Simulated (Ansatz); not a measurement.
Geometry optimisation, RKS PBE0-D4/def2-mTZVP (Ansatz).

input.yaml

```yaml
crystal:
  periodic: [false, false, false]
  atoms:
    - { symbol: In, position_ang: [-0.065073, -0.216497, -0.045197] }
    - { symbol: O, position_ang: [-0.033761, -0.184992, 1.945822] }
    - { symbol: H, position_ang: [-0.915272, -0.322675, 2.314095] }
    - { symbol: Cl, position_ang: [1.934443, -0.329399, -1.182749] }
    - { symbol: Cl, position_ang: [-2.108174, -0.347109, -1.131117] }
    - { symbol: F, position_ang: [0.560202, 2.52635, 1.241354] }
    - { symbol: H, position_ang: [0.492936, 1.952522, 1.968993] }
basis:
  gaussian: { orbitals: def2-mTZVP }
hamiltonian:
  xc: pbe0
  dispersion: d4
relax:
  f_tol: 0.03
  max_steps: 50
output:
  orbitals: {}
```

Launched with:

```bash
$ ansatz run input.yaml --threads 4 --pin off --max-ram 5120MiB --backend cpu --events-out ev --progress --plain --runs-dir out
```

Task: Where does it end, and by what steps?

Result: The forces met the threshold. The force dipped under the threshold on the way, but the program's further checks kept it going. After 24 steps the energy has fallen by 0.896 eV; H7 moved furthest, 1.10 Å. Parted: F6–H7 (0.93 → 2.27 Å). Joined: In1–F6 (3.09 → 1.97 Å), O2–H7 (2.20 → 0.97 Å).

| step | energy less start (eV) | largest force component (eV/Å) | accepted |
| --- | --- | --- | --- |
| 0 | 0.0000 | 0.406 | yes |
| 1 | -0.1150 | 0.511 | yes |
| 2 | -0.2029 | 0.706 | yes |
| 3 | -0.2181 | 1.182 | yes |
| 4 | -0.2687 | 0.248 | yes |
| 5 | -0.2742 | 0.108 | yes |
| 6 | -0.2803 | 0.079 | yes |
| 7 | -0.2815 | 0.055 | yes |
| 8 | -0.2823 | 0.058 | yes |
| 9 | -0.2836 | 0.062 | yes |
| 10 | -0.2931 | 0.322 | yes |
| 11 | -0.3403 | 0.508 | yes |
| 12 | -0.4129 | 0.770 | yes |
| 13 | -0.4430 | 3.609 | yes |
| 14 | -0.7157 | 0.622 | yes |
| 15 | -0.8020 | 1.805 | yes |
| 16 | -0.8785 | 0.319 | yes |
| 17 | -0.8694 | 0.430 | no |
| 18 | -0.8908 | 0.389 | yes |
| 19 | -0.8855 | 0.597 | no |
| 20 | -0.8941 | 0.037 | yes |
| 21 | -0.8951 | 0.021 | yes |
| 22 | -0.8957 | 0.035 | yes |
| 23 | -0.8956 | 0.029 | no |
| 24 | -0.8958 | 0.005 | yes |

```xyz
7
Properties=species:S:1:pos:R:3
In 0.167 0.529 -0.217
O 0.044 0.091 2.025
H -0.815 -0.265 2.291
Cl 2.058 -0.457 -1.105
Cl -1.985 -0.179 -0.751
F 0.331 2.350 0.529
H 0.065 1.010 2.340
```

Whether the end is a true minimum wasn't checked by a vibrational analysis.

Run time: 70 s on 4 threads of Arm Neoverse V1 (shared host), peak memory 0.35 GiB.
